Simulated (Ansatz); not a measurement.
Born–Oppenheimer molecular dynamics of H3 (3 atoms, charge 0, multiplicity 2). It starts at the highest image of a converged band, a first-order saddle point between two minima.

The calculation used UKS PBE0-D4/def2-SVP (Ansatz).

```json
{
 "ensemble": "NVE (velocity Verlet)",
 "time step": "0.5 fs",
 "steps asked": "200",
 "starting velocities drawn for": "100 K",
 "seed": "7413"
}
```

First frame:

```xyz
3
Properties=species:S:1:pos:R:3
H 0.000 0.000 0.000
H 0.936 -0.092 0.066
H -0.936 0.092 -0.066
```

How far do the bonds stretch over the last three quarters of this one trajectory? (Pairs bonded in most of those frames.)


| bond | mean (Å) | spread (Å) | shortest | longest |
| --- | --- | --- | --- | --- |
| H1–H3 | 0.763 | 0.013 | 0.74 | 0.79 |

Mean temperature of the second half: 1601 K. The conserved energy stayed within 0.051 meV per atom of its start (net change -0.025 meV per atom), so the integration is sound. The kinetic energy rose, since the run started high on the potential surface and went downhill. It ends in pieces (H + H2), so much of that is their flight and rotation, not heat. A run of 0.1 ps of so small a system gives no equilibrium averages.

The run took 43 s on 1 thread of AMD EPYC (Zen 3), with other jobs on the host, peak memory 0.081 GiB.
